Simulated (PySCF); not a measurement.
B2H6N2.
Atom-mapped SMILES: `[BH2:1][B:2]([NH2:3])[NH2:4]` (hydrogens: H5, H6 on B1; H7, H8 on N3; H9, H10 on N4)

Cartesian coordinates in Å at the PBE0-D3(BJ)/def2-SVP level; atoms count from 1:
```xyz
10
B2H6N2 angstrom
B      1.446   -0.610    0.034
B     -0.128    0.036   -0.121
N     -0.309    1.437   -0.261
N     -1.253   -0.830   -0.109
H      2.109   -0.955   -0.924
H      1.987   -0.761    1.110
H      0.452    2.100   -0.275
H     -1.216    1.876   -0.357
H     -2.207   -0.505   -0.197
H     -1.185   -1.832   -0.014
```

Computed at PBE0/pcSseg-1 (PySCF, non-relativistic), with Q(11B) = 0.04059 b, Q(14N) = 0.02044 b: B1, 11B (I = 3/2): χzz = 6.480 MHz, η = 0.159; B2, 11B (I = 3/2): χzz = 3.278 MHz, η = 0.278; N3, 14N (I = 1): χzz = -4.272 MHz, η = 0.441.

Q: Where would the pure quadrupole (NQR) lines of 11B at B1 fall for the rigid, isolated species?

A: From ν = (|χ|/2)√(1 + η²/3): ν = 3.254 MHz (three-coordinate boron).

Q: Where would the pure quadrupole (NQR) lines of 11B at B2 fall for the rigid, isolated species?

A: From ν = (|χ|/2)√(1 + η²/3): ν = 1.660 MHz (three-coordinate boron).

Q: Find the zero-field quadrupole resonance frequencies of 14N at N3.

A: From ν± = (3/4)|χ|(1 ± η/3) and ν0 = |χ|η/2: ν+ 3.675 MHz, ν− 2.734 MHz, ν0 0.941 MHz (boron-bound nitrogen).

In a crystal, neighbours and librations shift these lines. The basis is small and wasn't made for field gradients, so the couplings can be 20 % off.

These values come from a run that also computed NMR shieldings. The run took 5.4 s on one thread, Arm Neoverse V1 (shared host).
